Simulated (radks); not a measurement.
Values are calculated unless marked as measured or tabulated.
Polarisability of the silicon ion Si+, [Ne] 3s2 3p1, at imaginary frequency. Code: a radial shooting solver on a logarithmic mesh with Libxc functionals. Model: scalar-relativistic Kohn-Sham, LB94 model potential, spin-unpolarised, spherical densities, finite nucleus; Fermi nuclear charge, rms radius 3.1224 fm. Response by self-consistent Sternheimer equations with the Hartree and adiabatic LDA kernel, the relativistic mass of each level held fixed and spin-orbit coupling left out.

w (hartree),alpha1(iw) (bohr^3)
0.00266,17.98
0.0143,17.96
0.0360,17.81
0.0697,17.36
0.118,16.30
0.186,14.34
0.280,11.45
0.413,8.116
0.605,5.091
0.892,2.872
1.35,1.489
2.12,0.7245
3.59,0.3313
6.94,0.1298
17.5,0.02978

Static values: alpha1 = 17.98 bohr^3 (2.665 angstrom^3; uncoupled 29.63). C6 = 91.66, triple-dipole C9 = 1219 atomic units. One-pole (London) frequency 4 C6 / (3 alpha1^2) = 0.378 hartree, against 0.589 for minus the highest occupied eigenvalue.
